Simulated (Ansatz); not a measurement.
The first iterations of a band of F + GeH4 (6 atoms, charge 0, multiplicity 2).

Method: Ansatz 0.2.0, UHF/def2-mTZVP.

| Quantity | Value |
| --- | --- |
| movable images | 7 |
| climbing image | yes |
| spring | 5.0 eV/Å² |
| optimiser | quadratic models (default) |
| start path | through a guess of the saddle point |
| force threshold | 0.03 eV/Å |
| iteration limit | 60 |
| end points | relaxed |

First end point:

```xyz
6
Properties=species:S:1:pos:R:3
Ge 0.000 0.000 -0.273
H 0.000 0.000 1.261
H 1.447 0.000 -0.782
H -0.723 1.253 -0.782
H -0.723 -1.253 -0.782
F 0.000 0.000 4.630
```

Last end point:

```xyz
6
Properties=species:S:1:pos:R:3
Ge 0.000 0.000 -0.482
H 0.000 0.000 2.826
H 1.465 0.000 -0.934
H -0.732 1.268 -0.934
H -0.732 -1.268 -0.934
F 0.000 0.000 3.732
```

| iteration | highest image above the first end (eV) | largest band force component (eV/Å) |
| --- | --- | --- |
| 1 | 0.480 | 6.493 |
| 2 | 0.551 | 3.828 |

Q: Does the band converge within its limit, and where does its top end?

A: The forces met the threshold. It ended after 8 iterations with the highest image 0.566 eV above the first end. Neighbouring images differ by up to 1.3 eV, so the band resolves the path poorly. A vibrational analysis at the climbing image gives one clearly imaginary mode, 2039i cm⁻¹: a first-order saddle point.

Time of the run: 88 s on 1 thread of Arm Neoverse V2 (shared host), peak memory 0.15 GiB.
